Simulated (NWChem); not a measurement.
System: CH3BeCl; SMILES [CH3][Be][Cl]

```xyz
6

Be     0.0000     0.0000     0.4935
Cl     0.0000     0.0000    -1.3198
C      0.0000     0.0000     2.1711
H     -0.8902    -0.4952     2.5816
H      0.0162     1.0185     2.5816
H      0.8739    -0.5233     2.5816
```
Atoms are numbered in this order, from 1.

All runs: NWChem. Coordinates come from a B3LYP/6-31G* (spherical d) optimisation. Static field.

### Question
Among these, which level gives the lowest value of “anisotropy (bohr³)”?
(A) PBE/def2-SVPD
(B) BHandHLYP/def2-SVPD
(C) B3LYP/def2-SVPD
(D) LC-BLYP (range parameter 0.33 per bohr)/def2-SVPD

### Answer
B, BHandHLYP/def2-SVPD. Values: BHandHLYP/def2-SVPD 13.4; LC-BLYP (range parameter 0.33 per bohr)/def2-SVPD 14.7; B3LYP/def2-SVPD 15.5; PBE/def2-SVPD 17.1
